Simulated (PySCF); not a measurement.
# `CC#C[Si@H](O)[C@@H](F)[SiH3]`, C4H9FOSi2

Cartesian coordinates in Å; atom numbers follow the order of the lines, from 1:
```xyz
17

C     3.3957    0.5405   -0.1090
C     2.1148   -0.1018    0.0772
C     1.0461   -0.6397    0.2220
Si   -0.5947   -1.4351    0.5127
O    -1.3308   -1.8543   -0.8808
C    -1.8266   -0.1611    1.2294
F    -1.4127    0.1817    2.5267
Si   -2.0658    1.4612    0.2415
H     3.2773    1.6232   -0.0704
H     4.0822    0.2322    0.6794
H     3.8171    0.2635   -1.0754
H    -0.4235   -2.5917    1.3959
H    -0.8977   -2.4162   -1.5166
H    -2.7980   -0.6473    1.3704
H    -0.7642    2.1022    0.0535
H    -2.9459    2.3322    1.0242
H    -2.6805    1.1226   -1.0412
```

Method: PySCF 2.14.0, TDDFT wB97X-D/def2-SVPD circular dichroism and optical rotation, one conformer, gas phase. Geometry: GFN2-xTB.

The molecule is flexible and this is one conformer; a measurement averages over conformers.

(1) Draw the ECD and absorption spectra from the lowest 8 states, each a Gaussian of half-width 0.3 eV at 1/e height.

Results:

(1) 
| E (eV) | λ (nm) | Δε (L mol⁻¹ cm⁻¹) | ε (L mol⁻¹ cm⁻¹) |
| --- | --- | --- | --- |
| 5.33 | 233 | +0.02 | 5.74 |
| 5.48 | 226 | +0.10 | 24.4 |
| 5.63 | 220 | +0.26 | 67.1 |
| 5.78 | 214 | +0.41 | 134 |
| 5.93 | 209 | +0.35 | 227 |
| 6.08 | 204 | -0.02 | 341 |
| 6.23 | 199 | -0.55 | 434 |
| 6.38 | 194 | -0.65 | 601 |
| 6.53 | 190 | +0.14 | 1140 |
| 6.68 | 186 | +1.33 | 1930 |
| 6.83 | 181 | +1.79 | 2180 |
| 6.98 | 178 | +1.10 | 1670 |
| 7.13 | 174 | +0.02 | 1680 |
| 7.28 | 170 | +0.92 | 4130 |
| 7.43 | 167 | +8.43 | 9330 |

Δε uses R in velocity form, ε uses f in length form. Only the states computed contribute, so the short-wavelength end is incomplete.
